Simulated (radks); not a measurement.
Initial-state core-level shifts of neutral bismuth when its valence configuration changes from [Hg] 6p3. Calculated with a radial shooting solver on a logarithmic mesh with Libxc functionals: scalar-relativistic Kohn-Sham, PBE, spin-polarised, spherical densities, finite nucleus; open shells are filled with parallel spins first (spin-orbit coupling, left out, can overturn this in heavy ions); Fermi nuclear charge, rms radius 5.5211 fm. Shifts are changes of the shell-averaged eigenvalues in eV (positive: less bound); the change of the density at the nucleus, which sets a Mossbauer isomer shift, is in e/bohr^3, on a base of 3.213e+06.

| valence | 2s | 3p | 4p | 5s | density at nucleus |
|---|---|---|---|---|---|
| [Xe] 4f14 5d10 6s1 6p4 | -1.815 | -1.829 | -1.834 | -1.821 | -313.2 |
| [Xe] 4f14 5d10 6s1.5 6p3.5 | -0.915 | -0.922 | -0.924 | -0.918 | -154.9 |
| [Xe] 4f14 5d9 6s1.5 6p4.5 | -7.416 | -7.306 | -7.187 | -6.688 | -75.7 |
| [Xe] 4f13 5d10 6s2 6p4 | -22.910 | -25.073 | -20.918 | -10.595 | +324.4 |
| [Xe] 4f13 5d10 6s1 6p5 | -24.625 | -26.803 | -22.650 | -12.305 | -24.9 |
| [Xe] 4f12 5d10 6s2 6p5 | -46.590 | -50.961 | -42.229 | -21.219 | +661.3 |
| [Xe] 4f13.5 5d10 6s0.5 6p5 | -14.031 | -15.127 | -13.105 | -7.961 | -340.4 |
| [Xe] 4f12.5 5d10 6s1.5 6p5 | -35.495 | -38.765 | -32.375 | -16.740 | +309.0 |
| [Xe] 4f14 5d10 6p5 | -3.670 | -3.696 | -3.702 | -3.669 | -637.5 |
